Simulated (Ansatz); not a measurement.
Molecular dynamics, step by step

AlH₂F₃, singlet, PBE0-D4/def2-SVP (Ansatz 0.2.0). Settings (timestep in fs, temperature in K, friction in 1/fs; T counts 18 degrees of freedom, while the starting velocities carry no drift of the centre of mass, so T starts below the set value):

```yaml
hamiltonian: {xc: pbe0, dispersion: d4}
md: {n_steps: 60, timestep: 1.0, temperature: 700, ensemble: nvt_langevin, seed: 0, friction: 0.01, initial_velocities: maxwell_boltzmann}
```

Start, the saddle point found with PBE0-D4 in triple zeta (not stationary at another level):

```
6
angstrom
Al 0.0235 -0.5011 0.1377
F -0.9106 1.1071 -0.1345
F -0.4559 -1.6156 -0.9593
F 0.0765 -0.8503 1.7347
H 0.1073 1.2621 -0.3797
H 1.1591 0.5977 -0.3988
```

| step | time (fs) | potential energy less the start (meV) | kinetic energy (meV) | T (K) |
| --- | --- | --- | --- | --- |
| 0 | 0.00 | 0.0 | 452.4 | 583 |
| 4 | 4.00 | 94.0 | 409.9 | 528 |
| 8 | 8.00 | 155.1 | 352.7 | 455 |
| 12 | 12.00 | 221.5 | 329.1 | 424 |
| 16 | 16.00 | 148.3 | 305.0 | 393 |
| 20 | 20.00 | 68.4 | 379.9 | 490 |
| 24 | 24.00 | 86.5 | 364.1 | 470 |
| 28 | 28.00 | -81.7 | 539.2 | 695 |
| 32 | 32.00 | -16.2 | 493.1 | 636 |
| 36 | 36.00 | -86.0 | 594.7 | 767 |
| 40 | 40.00 | 35.8 | 555.0 | 716 |
| 44 | 44.00 | 59.4 | 549.0 | 708 |
| 48 | 48.00 | 16.8 | 552.8 | 713 |
| 52 | 52.00 | 14.0 | 510.1 | 658 |
| 56 | 56.00 | 80.2 | 526.9 | 679 |
| 60 | 60.00 | 169.9 | 509.5 | 657 |

Step 40, positions (Å) and forces (eV/Å):

| atom | x | y | z | Fx | Fy | Fz |
| --- | --- | --- | --- | --- | --- | --- |
| Al1 | 0.310 | -0.494 | 0.073 | 0.217 | 1.312 | -1.053 |
| F2 | -1.060 | 1.164 | -0.208 | -0.245 | -0.830 | 0.372 |
| F3 | -0.367 | -1.407 | -1.172 | 0.548 | 0.404 | 0.392 |
| F4 | -0.094 | -0.947 | 1.589 | -0.207 | -0.344 | 0.823 |
| H5 | -0.644 | 1.850 | -0.655 | 0.367 | 0.507 | -0.284 |
| H6 | 1.514 | 0.675 | -0.012 | -0.680 | -1.049 | -0.250 |

Step 52, positions (Å) and forces (eV/Å):

```
atom       x       y       z      Fx      Fy      Fz
 Al1   0.406  -0.507   0.010  -0.612   0.615  -0.361
  F2  -1.039   1.189  -0.246   0.692   0.566  -0.090
  F3  -0.382  -1.286  -1.194  -0.133  -0.464  -0.902
  F4  -0.144  -0.965   1.471  -0.152  -0.213   1.243
  H5  -0.696   2.042  -0.462  -0.313  -0.816   0.205
  H6   1.694   0.297  -0.184   0.519   0.313  -0.095
```

Step 56, positions (Å) and forces (eV/Å):

```
atom       x       y       z      Fx      Fy      Fz
 Al1   0.421  -0.496  -0.029   0.797   1.040   1.179
  F2  -1.027   1.192  -0.256   0.398  -0.465   0.164
  F3  -0.381  -1.250  -1.203  -0.686  -0.869  -1.657
  F4  -0.158  -0.979   1.457   0.314   0.265   0.146
  H5  -0.717   2.046  -0.425   0.067   0.252  -0.050
  H6   1.892   0.184  -0.286  -0.891  -0.223   0.218
```

Last step (60):

```tsv
atom	x (Å)	y (Å)	z (Å)
Al1	0.4443	-0.4840	-0.0637
F2	-1.0064	1.1974	-0.2725
F3	-0.3891	-1.2185	-1.2234
F4	-0.1631	-0.9948	1.4444
H5	-0.7239	2.0950	-0.3377
H6	1.9516	0.0418	-0.3892
```

The run took about 39 s on 2 CPU threads of an Intel Xeon 6975P-C (shared host).
